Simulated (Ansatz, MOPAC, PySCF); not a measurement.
Noncovalent pair: dimethyl selenide (SMILES C[Se]C) (first 9 atoms) with H2O (SMILES O); geometry from B3LYP-D3(BJ)/def2-TZVP, rigid monomers moved along the line of their centres of mass till Se2···H12 is 3.50 Å.
(charge 0, multiplicity 1):
| atom | x (Å) | y (Å) | z (Å) |
|---|---|---|---|
| C | -0.8942 | 1.6941 | -0.2074 |
| Se | 0.5986 | 0.4493 | 0.0682 |
| C | -0.4315 | -1.2035 | -0.1786 |
| H | -1.6610 | 1.5131 | 0.5417 |
| H | -0.4939 | 2.6989 | -0.0909 |
| H | -1.2924 | 1.5729 | -1.2121 |
| H | -1.2179 | -1.2564 | 0.5702 |
| H | 0.2617 | -2.0312 | -0.0455 |
| H | -0.8459 | -1.2310 | -1.1837 |
| O | -1.6076 | 0.1350 | 3.8181 |
| H | -1.3006 | 0.1797 | 4.7288 |
| H | -0.8141 | 0.2564 | 3.2695 |

Counterpoise-corrected where a basis set is named; no monomer relaxation.

Rows in 6-31G* carry no dispersion term and start afresh at each structure (6-31G* with six Cartesian d functions); the Pople sets are all-electron and without relativity. MP2/6-31G* freezes PySCF's default core, which leaves 3d correlated. The state that PM3 reach isn't checked.

The values were computed with Ansatz (Gaussian orbitals); MOPAC for PM3 (differences of heats of formation); PySCF for 6-31G* rows, the dispersion terms. Each number belongs to the level named beside it.

Problem. One of these levels gives -9.4 kJ/mol for the interaction energy. Which one is it?
A. MP2/6-31G*
B. PBE0-D4/def2-TZVPPD
C. PM3

Solution. A, MP2/6-31G*. The others give -7.0 (PM3), -10.7 (PBE0-D4/def2-TZVPPD)

Ansatz is a quantum-chemistry and plane-wave program.
